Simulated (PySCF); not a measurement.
PySCF 2.14 output of an unrestricted B2PLYP calculation on a single atom or ion in aug-cc-pVTZ-DK, with scalar relativity by spin-free X2C-1e:

```
SCF conv_tol = 1e-09
number electrons alpha = 19  beta = 16
    A. D. Becke.,  Phys. Rev. A 38, 3098 (1988)
    C. Lee, W. Yang, and R. G. Parr.,  Phys. Rev. B 37, 785 (1988)
    B. Miehlich, A. Savin, H. Stoll, and H. Preuss.,  Chem. Phys. Lett. 157, 200 (1989)
cycle= 1 E= -2605.3442357115  delta_E= -0.00654  |g|= 0.036  |ddm|= 0.206
cycle= 2 E= -2605.34454861378  delta_E= -0.000313  |g|= 0.0154  |ddm|= 0.0499
cycle= 3 E= -2605.34459081788  delta_E= -4.22e-05  |g|= 0.00263  |ddm|= 0.0118
cycle= 4 E= -2605.34459482904  delta_E= -4.01e-06  |g|= 0.000433  |ddm|= 0.00425
cycle= 5 E= -2605.34459490337  delta_E= -7.43e-08  |g|= 3.98e-05  |ddm|= 0.000593
cycle= 6 E= -2605.34459490542  delta_E= -2.05e-09  |g|= 5.68e-06  |ddm|= 0.000155
cycle= 7 E= -2605.34459490546  delta_E= -4.14e-11  |g|= 4.09e-07  |ddm|= 2.35e-05
converged SCF energy = -2605.34459490546  <S^2> = 3.7550722  2S+1 = 4.0025353
```

The run itself started from symmetry-adapted Hartree-Fock orbitals and held the occupation by maximum overlap, on a logarithmic radial grid, so the iterations belong to that start.

**Question.** Which element, charge and spin multiplicity is this?

**Answer.** Br (bromine, neutral), multiplicity 4; the state was [Ar] 3d10 4s2 4p4 4d1, one real determinant (an excited configuration). The SCF energy lacks the PT2 part of the double hybrid.

⟨L²⟩ = 8.03 against 12 for a pure F term, so this real determinant mixes terms. The outer electron is Rydberg-like, and this basis confines it to a smaller radius and binds it less than a complete one would. At B2PLYP the highest occupied level has a positive energy, so only the finite basis holds that electron; for this excited configuration the basis is too tight for the outer shell.
